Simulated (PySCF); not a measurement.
Isomers of CH4OSi. All species are isolated molecules in the gas phase. One relaxed conformer stands for each flexible species; it need not be the lowest. Strings in code marks are SMILES.

The four lowest singlet excitations (Tamm–Dancoff). All values below come from PBE-D3(BJ)/def2-TZVP // B3LYP-D3(BJ)/def2-TZVP (PySCF). Excitations are Tamm–Dancoff values on a coarser integration grid. The basis has no diffuse functions, so Rydberg states are missing or too high.

```csv
state,energy (eV),wavelength (nm),oscillator strength
S1,5.37,231,0.005
S2,5.84,212,0.102
S3,6.75,184,0.049
S4,6.79,183,0.000
```

**Question.** Name which member gives these states.
A) `C=[SiH]O` (C–Si–O–H torsion 0°)
B) `O=C[SiH3]`
C) `C[SiH]=O`
D) `C1O[SiH2]1`

**Answer.** D, `C1O[SiH2]1`
